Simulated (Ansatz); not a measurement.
System: BCl₂, charge 1, multiplicity 1. 
Coordinates optimised at B3LYP-D3(BJ)/def2-TZVP (Ansatz, a quantum-chemistry and plane-wave program):
```xyz
3

Cl     0.0000     0.0000    -1.6135
B      0.0000     0.0000     0.0000
Cl     0.0000     0.0000     1.6135
```
Charge +1, spin multiplicity 1.

Basis-set convergence of Hartree-Fock and MP2 correlation energies (hartree) with Ansatz. Cores are frozen in the correlated levels unless marked. Spin-orbit coupling is left out. No relativistic terms.

```
basis            functions       E(HF)  E(corr, MP2)
---------------  ---------  ----------  ------------
aug-cc-pV(D+d)Z         87  -943.45678      -0.35788
aug-cc-pV(T+d)Z        156           …             …
```

### Question
Complete the blanks.

### Answer

- aug-cc-pV(T+d)Z, E(HF): -943.49128
- aug-cc-pV(T+d)Z, E(corr, MP2): -0.45337
